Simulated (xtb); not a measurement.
hexafluoropropene (C₃F₆), singlet, geometry from GFN2-xTB; xtb with GFN1-xTB with ALPB(dmso).

xtb was given this input:
```
$ xtb mol.xyz --gfn 1 --alpb dmso --json

# file mol.xyz
9

F      2.49184748    -0.18829557     0.79842098
C      1.31418502     0.24683492     0.42467974
F      1.26067366     1.55824784     0.42112146
C      0.28229877    -0.52520184     0.08521556
F      0.37606850    -1.85663792     0.10149667
C     -1.06436063     0.03101770    -0.34154878
F     -1.61086992     0.78624932     0.61807922
F     -0.95447491     0.80748822    -1.42550070
F     -1.91799358    -0.94215242    -0.62584863
```

Write the output that xtb gives for this input, abridged.


```
   ID    Z sym.   atoms
    1    9 F      1, 3, 5, 7-9
    2    6 C      2, 4, 6

           -------------------------------------------------
          |                Calculation Setup                |
           -------------------------------------------------

           -------------------------------------------------
          |                 G F N 1 - x T B                 |
           -------------------------------------------------

      * Solvation model:               ALPB
        Solvent                        dmso
        Parameter file                 internal GFN1-xTB/ALPB
        Dielectric constant                4.6680E+01
        Reference state                gsolv [1 M gas/solution]
        Free energy shift                  7.6243E-03 Eh       4.7843E+00 kcal/mol
        Temperature                        2.9815E+02 K
        Density                            1.1000E+00 kg/L
        Solvent mass                       7.8130E+01 g/mol
        Interaction kernel             P16
        Born radius scaling (c1)           1.7672E+00
        Born radii integrator          GBOBC
        Born offset                        0.0000E+00 a0       0.0000E+00 AA
        H-bond correction              true
        Ion screening                  false
        Surface tension                    1.0000E-05 Eh       1.5569E+01 dyn/cm
        Grid points                               230 per atom

          ...................................................
          :                      SETUP                      :
          :.................................................:
          :  # basis functions                  36          :
          :  # atomic orbitals                  36          :
          :  # shells                           18          :
          :  # electrons                        54          :
          :  # halogen bonds                     0          :
          :  max. iterations                   250          :
          :  Hamiltonian                  GFN1-xTB          :
          :  restarted?                      false          :
          :  GBSA solvation                   true          :
          :  PC potential                    false          :
          :  electronic temp.          300.0000000     K    :
          :  accuracy                    1.0000000          :
          :  -> integral cutoff          0.2500000E+02      :
          :  -> integral neglect         0.1000000E-07      :
[...]
         :: total energy             -37.158675024604 Eh    ::
[...]
        33                          0.0032780               0.0892
        34                          0.0515727               1.4034
        35                          0.2185184               5.9462
        36                          0.5049384              13.7401
      -------------------------------------------------------------
                  HL-Gap            0.1825736 Eh            4.9681 eV
             Fermi-level           -0.3983045 Eh          -10.8384 eV

  Mulliken/CM5 charges         n(s)   n(p)   n(d)
     1F    -0.18870 -0.21051   1.809  5.380  0.000
     2C     0.46774  0.51038   0.979  2.553  0.000
     3F    -0.19666 -0.21878   1.810  5.386  0.000
     4C     0.16721  0.19393   1.009  2.824  0.000
     5F    -0.20692 -0.22887   1.818  5.389  0.000
     6C     0.65089  0.70983   1.001  2.348  0.000
     7F    -0.23636 -0.25704   1.814  5.423  0.000
     8F    -0.23636 -0.25704   1.814  5.423  0.000
     9F    -0.22084 -0.24190   1.806  5.415  0.000

Wiberg/Mayer (AO) data.
largest (>0.10) Wiberg bond orders for each atom

 ---------------------------------------------------------------------------
     #   Z sym  total        # sym  WBO       # sym  WBO       # sym  WBO
 ---------------------------------------------------------------------------
     1   9 F    1.157 --     2 C    0.994
     2   6 C    3.807 --     4 C    1.709     1 F    0.994     3 F    0.988
     3   9 F    1.145 --     2 C    0.988
     4   6 C    3.855 --     2 C    1.709     5 F    0.969     6 C    0.933
     5   9 F    1.104 --     4 C    0.969
     6   6 C    3.787 --     9 F    0.953     4 C    0.933     7 F    0.929
                             8 F    0.929
     7   9 F    1.062 --     6 C    0.929
     8   9 F    1.062 --     6 C    0.929
     9   9 F    1.080 --     6 C    0.953
 ---------------------------------------------------------------------------

Topologies differ in total number of bonds
Writing topology from bond orders to xtbtopo.mol

 dipole moment from electron density (au)
     X       Y       Z
   0.4046   0.0029   0.1300  total (Debye):    1.080

           -------------------------------------------------
          | TOTAL ENERGY              -37.158675024604 Eh   |
          | GRADIENT NORM               0.009492522860 Eh/α |
          | HOMO-LUMO GAP               4.968079380595 eV   |
           -------------------------------------------------

normal termination of xtb
```
